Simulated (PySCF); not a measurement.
C2H5Zn, doublet, geometry from GFN2-xTB (such geometries of metal compounds can be far from the true shape) (the spin is typed, not shown lowest); M062X/STO-3G run with PySCF.

The PySCF input:
```python
from pyscf import gto, scf, dft

mol = gto.Mole()
mol.atom = '''
    Zn    0.440327    0.700161    0.500501
    C    -0.026347   -1.212569   -0.538989
    C    -1.416472   -1.153775   -1.132365
    H     0.055746   -2.012509    0.196348
    H     0.727547   -1.356421   -1.312497
    H    -1.502264   -0.348184   -1.862071
    H    -2.170970   -1.001250   -0.360176
    H    -1.662964   -2.088402   -1.648515
'''
mol.basis = 'sto-3g'
mol.charge = 0
mol.spin = 1
mol.verbose = 5
mol.build()

mf = dft.UKS(mol)
mf.xc = 'm062x'
mf.kernel()
```

Problem. What does PySCF print? Leave out banner, timings and long lists.

Solution. 
```
PySCF version 2.14.0

[INPUT] verbose = 5
[INPUT] max_memory = 4000
[INPUT] num. atoms = 8
[INPUT] num. electrons = 47
[INPUT] charge = 0
[INPUT] spin (= nelec alpha-beta = 2S) = 1
[INPUT] symmetry False subgroup None
[INPUT] Mole.unit = angstrom
[INPUT] Symbol           X                Y                Z      unit          X                Y                Z       unit  Magmom
[...]
[INPUT] ---------------- BASIS SET ----------------
[INPUT] l, kappa, [nprim/nctr], expnt,             c_1 c_2 ...
[INPUT] Zn
[...]
                                351.4485021       0.5353281423
                                95.11568021       0.4446345422
[...]
                                36.21425391       0.3995128261
                                11.77799934       0.7001154689
[...]
                                3.746257327       0.2175436044
                                1.445422541       0.9166769611
[...]
                                0.328360379       0.0196064117
                                0.1450074055      1.131034442
[...]
                                36.21425391       0.6076837186
                                11.77799934       0.3919573931
[...]
                                3.746257327       0.5777664691
                                1.445422541       0.4846460366
[...]
                                0.328360379       0.5715227604
                                0.1450074055      0.5498949471
[...]
                                3.339297018       0.6555473627
                                1.288404602       0.286573259
[INPUT] H
[...]
                                0.62391373        0.53532814
                                0.1688554         0.44463454
[INPUT] C
[...]
                                13.045096         0.53532814
                                3.5305122         0.44463454
[...]
                                0.6834831         0.39951283
                                0.2222899         0.70011547
[...]
                                0.6834831         0.60768372
                                0.2222899         0.39195739

nuclear repulsion = 135.683745207125
number of shells = 19
number of NR pGTOs = 99
number of NR cGTOs = 33
basis = sto-3g
ecp = {}

******** <class 'pyscf.dft.uks.UKS'> ********
method = UKS
initial guess = minao
damping factor = 0
level_shift factor = 0
DIIS = <class 'pyscf.scf.diis.CDIIS'>
diis_start_cycle = 1
diis_space = 8
diis_damp = 0
SCF conv_tol = 1e-09
SCF conv_tol_grad = None
[...]
  5.36778519e-01  5.54094221e-01  5.92816091e-01  6.23498359e-01
  6.42661048e-01]
  beta  mo_energy =
[-3.45954075e+02 -4.20175971e+01 -3.78474719e+01 -3.78350880e+01
 -3.78259554e+01 -1.03523235e+01 -1.02883437e+01 -4.90072579e+00
 -3.28651403e+00 -3.28020825e+00 -3.27286659e+00 -7.79629529e-01
 -6.24038875e-01 -4.54103808e-01 -4.33119966e-01 -3.61751445e-01
 -3.50108252e-01 -3.22035603e-01 -1.90958550e-01 -1.44596905e-01
 -1.41028088e-01 -1.28405579e-01 -1.01082931e-01  9.93155075e-02
  1.28792820e-01  3.04472986e-01  4.25490456e-01  5.08192514e-01
  5.36710296e-01  5.53833844e-01  5.92756051e-01  6.23320412e-01
  6.42587094e-01]
multiplicity <S^2> = 0.76466976  2S+1 = 2.0146164
nelec by numeric integration = [23.99999275 22.9999948 ]
E1 = -2830.640106646283  E2 = 858.1916745325361  Ecoul = 942.0689988299282  Exc = -83.87732429739205
cycle= 49 E= -1836.76468690662  delta_E= 3.6e-07  |g|= 0.00193  |ddm|= 0.0044
  alpha mo_energy =
[-3.45954308e+02 -4.20393485e+01 -3.78739569e+01 -3.78638841e+01
 -3.78266274e+01 -1.03523695e+01 -1.02882752e+01 -4.96335629e+00
 -3.39367233e+00 -3.38687084e+00 -3.29468750e+00 -7.79545565e-01
 -6.23933432e-01 -4.54242617e-01 -4.33425643e-01 -3.61815364e-01
 -3.50661527e-01 -3.25437542e-01 -2.80622745e-01 -2.37037546e-01
 -1.81575360e-01 -1.74791364e-01 -1.43634442e-01 -1.02861122e-01
  9.53749049e-02  1.31199331e-01  3.00428325e-01  5.08163744e-01
  5.36763510e-01  5.54068578e-01  5.92804492e-01  6.23476439e-01
  6.42639355e-01]
  beta  mo_energy =
[-3.45954018e+02 -4.20175518e+01 -3.78474286e+01 -3.78350343e+01
 -3.78259107e+01 -1.03523541e+01 -1.02883982e+01 -4.90070250e+00
 -3.28650783e+00 -3.28019664e+00 -3.27282957e+00 -7.79647323e-01
 -6.24059107e-01 -4.54119106e-01 -4.33128733e-01 -3.61774359e-01
 -3.50126377e-01 -3.22027436e-01 -1.90943992e-01 -1.44593838e-01
 -1.41089080e-01 -1.28394745e-01 -1.01096748e-01  9.93572366e-02
  1.28808682e-01  3.04471308e-01  4.25544138e-01  5.08177430e-01
  5.36694725e-01  5.53808422e-01  5.92744554e-01  6.23298160e-01
  6.42565482e-01]
multiplicity <S^2> = 0.76475596  2S+1 = 2.0147019
nelec by numeric integration = [23.99999275 22.99999481]
E1 = -2830.6338485013002  E2 = 858.1854275437229  Ecoul = 942.0623886762658  Exc = -83.87696113254282
cycle= 50 E= -1836.76467575045  delta_E= 1.12e-05  |g|= 0.00191  |ddm|= 0.00576
SCF not converged.
SCF energy = -1836.76467575045 after 50 cycles  <S^2> = 0.76475596  2S+1 = 2.0147019
```

Convergence was not reached.
